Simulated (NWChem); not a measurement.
# AlH$_{2}$Br; SMILES [AlH2][Br]

```xyz
4

Al     0.0000     0.0000    -1.5683
H      0.0000     1.3999    -2.3003
H      0.0000    -1.3999    -2.3003
Br     0.0000     0.0000     0.6907
```
Atoms are numbered in this order, from 1.

All runs use the structure optimised with PBE0/def2-SVP.

Spin-orbit effects, on the heavy nuclei and on their neighbours, are missing.

Task: Give the principal values of the shielding tensors (ppm) of Al1, Br4 from PBE0/pcSseg-2, GIAO (NWChem), with their diamagnetic and paramagnetic parts as GIAO splits them.

Result: 
```json
[
 {"atom": "Al1", "σ11": "259.6", "σ22": "330.4", "σ33": "357.5", "isotropic": "315.8", "diamagnetic": "792.9", "paramagnetic": "-477.1"},
 {"atom": "Br4", "σ11": "2006.0", "σ22": "2701.1", "σ33": "2802.5", "isotropic": "2503.2", "diamagnetic": "3125.2", "paramagnetic": "-622.0"}
]
```
